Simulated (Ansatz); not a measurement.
# Which method gave which barrier?

Saddle point of SiH5Cl2OF, closed shell (SiH₂Cl₂ ([Cl][SiH2][Cl]) + H₂O + HF → SiH₂Cl₂O ([OH][SiH]([Cl])[Cl]) + HF + H₂; bonds formed: Si1–O7, H2–H8, H6–F9; bonds broken: Si1–H2, H6–O7, H8–F9), PBE0-D4/def2-TZVP structure:

```xyz
10
angstrom
Si -0.6624 -0.5566 -0.3788
H 0.9626 -0.8415 -0.0728
Cl -0.2153 -1.1987 -2.2872
Cl -1.0372 -1.9389 1.1084
H -2.0618 -0.1245 -0.6227
H 0.7854 1.2065 0.5769
O -0.2246 1.0983 0.0953
H 1.5028 -0.1745 0.4034
F 1.8870 0.8098 0.9078
H -0.9365 1.7201 0.2699
```

Computed with Ansatz 0.2.0 (basis: def2-TZVPP, with def2-QZVPP for the basis limit); correlated methods freeze the cores. Extrapolation: Hartree–Fock as exp(−7.88 √X), correlation as X^−2.97. Four methods, as single points on the PBE0-D4 structures, gave these electronic barriers from the start structure: 0.903, 1.095, 1.355, 2.134 eV.

The methods were, in alphabetical order, CCSD(T), HF, PBE-D4, PBE0-D4. Which gave which? (Judge from chemistry; the calculation decides.)

The calculation gives: PBE-D4 0.903; PBE0-D4 1.095; CCSD(T) 1.355; HF 2.134 eV. For comparison, CCSD(T) at an estimated basis limit (MP2 extrapolated from triple and quadruple zeta, plus CCSD(T) − MP2 in triple zeta) gives 1.361 eV.

The T1 diagnostic stays at or below 0.011.

Labels in which every atom is bracketed show which atoms are joined, not bond orders.

For scale, one of the runs: CCSD(T)/def2-TZVPP, 258 basis functions, launched by `ansatz run in.yaml --threads 8 --pin off --events-out ev --progress --plain --max-ram 19148MiB`. The run took 82 s on 8 CPU threads of an Intel Xeon Platinum 8259CL (shared host), with 5.8 GiB of host memory at its peak.
